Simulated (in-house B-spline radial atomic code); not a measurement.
A run on an ion of nuclear charge 15 with 15.6 electrons that did not converge. Method: non-relativistic wB97X, spin-polarised, spherical fractional occupations, point nucleus; computed with a B-spline radial code for spherical atoms.

Command:
```bash
python run_scf.py task.json out
```
Settings:
```
Z                15
configuration    [Ne] 3s2 3p3.6
hamiltonian      nr
method           wb97x
spin_polarised   True
```

First and last ten iterations of the last attempt (damped for 15 steps, keeping 80 % of the old Fock matrix, then DIIS):
```
 iter        energy (Eh)    residual
    1        -339.975193    2.35e-01
    2        -340.923080    8.57e-02
    3        -341.083053    5.87e-02
    4        -341.165414    4.02e-02
    5        -341.208396    2.74e-02
    6        -341.231143    1.87e-02
    7        -341.243393    1.35e-02
    8        -341.250145    1.05e-02
    9        -341.253987    8.08e-03
   10        -341.256302    6.27e-03
  111        -341.265882    3.66e-04
  112        -341.265642    6.97e-04
  113        -341.265519    6.47e-04
  114        -341.265410    6.70e-04
  115        -341.265488    6.86e-04
  116        -341.265651    6.12e-04
  117        -341.266043    7.88e-04
  118        -341.265955    7.24e-04
  119        -341.266070    7.45e-04
  120        -341.266085    7.48e-04
 not converged after 120 iterations
```

The smallest residual met was 3.0e-04; the threshold is about 1e-07. No energy from this run should be used. Cost of the run: 2.5 s on 1 thread of Intel(R) Xeon(R) 6975P-C (shared host).
